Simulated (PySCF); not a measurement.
**Ionisation energy of Ar⁺ by level of theory**

Ar⁺ [Ne] 3s2 3p5 (2P) → Ar²⁺ [Ne] 3s2 3p4 (3P), as a difference of total energies. Computed with PySCF 2.14 in an uncontracted even-tempered set (21 s from 0.01 bohr⁻², ratio 2.5; 15 p from 0.013 bohr⁻², ratio 2.5; 6 d from 0.91 bohr⁻², ratio 2.7; 5 f from 1.4 bohr⁻², ratio 2.7), with no relativity, point nucleus. Correlated levels: outer shells: 1s2 frozen; virtual orbitals above 40 to 60 times the deepest correlated orbital energy dropped. The calculations carry no spin-orbit coupling.

```json
{"method": "UHF", "ionisation energy (eV)": "26.361", "plus first-order spin-orbit estimate": "26.355", "error of that sum (eV)": "-1.275"}
{"method": "LDA", "ionisation energy (eV)": "27.825", "plus first-order spin-orbit estimate": "27.819", "error of that sum (eV)": "+0.189"}
{"method": "PBE", "ionisation energy (eV)": "27.593", "plus first-order spin-orbit estimate": "27.587", "error of that sum (eV)": "-0.043"}
{"method": "PBE0", "ionisation energy (eV)": "27.605", "plus first-order spin-orbit estimate": "27.599", "error of that sum (eV)": "-0.031"}
{"method": "r2SCAN", "ionisation energy (eV)": "27.666", "plus first-order spin-orbit estimate": "27.659", "error of that sum (eV)": "+0.029"}
{"method": "M06", "ionisation energy (eV)": "27.557", "plus first-order spin-orbit estimate": "27.551", "error of that sum (eV)": "-0.079"}
{"method": "PBEsol", "ionisation energy (eV)": "27.563", "plus first-order spin-orbit estimate": "27.557", "error of that sum (eV)": "-0.073"}
{"method": "MP2 (outer shells)", "ionisation energy (eV)": "27.135", "plus first-order spin-orbit estimate": "27.129", "error of that sum (eV)": "-0.501"}
{"method": "SCS-MP2 (outer shells)", "ionisation energy (eV)": "27.130", "plus first-order spin-orbit estimate": "27.124", "error of that sum (eV)": "-0.506"}
```

Reference: 27.630 eV (measured; NIST Atomic Spectra Database, ionization energies).

A first-order spin-orbit estimate (lowest level to lowest level, LS coupling) adds -0.006 eV.
